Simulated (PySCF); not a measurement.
# How methods differ on the excitation energy of In⁺

In⁺ [Kr] 4d10 5s2 (1S) → In⁺ [Kr] 4d10 5s1 5d1 (3D), as a difference of total energies. Calculation: PySCF 2.14, in aug-cc-pVQZ-PP with ECP28MDF (7s7p5d3f2g, 92 functions); a scalar-relativistic core potential. Correlated levels: valence: 4s2 4p6 4d10 frozen. The calculations carry no spin-orbit coupling.

```csv
method,excitation energy (eV)
UHF,11.105
LDA,12.774
PBE,12.268
PBE0,12.120
r2SCAN,12.265
PW91,12.328
LC-wPBE,12.331
M06-2X,12.295
MP2 (valence),11.659
SCS-MP2 (valence),11.866
```

Errors of the correlated levels include the incompleteness of this basis and the frozen core.

Task: Which method comes closest to the reference value, and which is furthest?

Result: The reference is 12.674 eV (measured; NIST levels, between the centres of gravity of the two terms). Closest: LDA (error 0.100 eV); furthest: UHF (error -1.569 eV).
